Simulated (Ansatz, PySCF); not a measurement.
Species: C3H5Cl (charge 0, singlet). 
Structure (B3LYP-D3(BJ)/def2-TZVP (Ansatz, an electronic-structure program) minimum search):
```xyz
9

C     -2.1642    -0.0739    -0.5893
C     -1.0423    -0.6247    -0.1452
C      0.3064    -0.2573    -0.6484
Cl     1.3317     0.4369     0.6866
H     -2.1537     0.7014    -1.3467
H     -3.1319    -0.3786    -0.2132
H     -1.0721    -1.3903     0.6228
H      0.2594     0.4987    -1.4278
H      0.8592    -1.1222    -1.0096
```

Dipole moments at this geometry, in debye (magnitudes).

| level | program | dipole (D) |
|---|---|---|
| SVWN5/def2-TZVPD | Ansatz | 2.00 |
| PBE/def2-TZVPD | PySCF | 2.00 |
| BLYP/def2-TZVPD | Ansatz | 2.01 |
| revPBE/def2-TZVPD | Ansatz | 2.00 |
| B97M-V/def2-TZVPD | Ansatz | 2.06 |
| B3LYP/def2-TZVPD | Ansatz | 2.06 |
| TPSSh/def2-TZVPD | PySCF | 2.09 |
| r2SCANh/def2-TZVPD | Ansatz | 2.09 |
| M06-2X/def2-TZVPD | PySCF | 2.08 |
| HSE06/def2-TZVPD | Ansatz | 2.07 |
| CAM-B3LYP/def2-TZVPD | Ansatz | 2.09 |
| wB97X-V/def2-TZVPD | Ansatz | 2.09 |
| CCSD(T)/aug-cc-pV(D+d)Z | Ansatz | 2.02 |

Measured: 1.94 D (NIST CCCBDB, as tabulated in the package chemicals), a vibrational average, which may belong to another conformer or a mix. This is an older compilation, not checked against later work.
